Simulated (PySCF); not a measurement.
**Ti: excitation energy**

Ti [Ar] 3d2 4s2 (3F) → Ti [Ar] 3d2 4s1 4p1 (high-spin determinant), as a difference of total energies. Calculation: PySCF 2.14, in x2c-QZVPPall; the spin-free X2C one-electron Hamiltonian (Gaussian nucleus). Correlated levels: valence: [Ar] frozen. The calculations carry no spin-orbit coupling.

```tsv
method	excitation energy (eV)
UHF	1.023
MP2 (valence)	1.732
SCS-MP2 (valence)	1.983
CCSD (valence)	1.883
CCSD(T) (valence)	1.921
```

Question: How much does correlation contribute at CCSD(T) (valence)?

Answer: 1.921 − (1.023) = 0.898 eV, measured against UHF.

The basis was made for the ground configuration and has no added diffuse functions, so the excitation energy can come out too high.

The determinant of the upper state mixes LS terms, which raises its energy above the lowest term, most at the Hartree-Fock and MP2 levels.
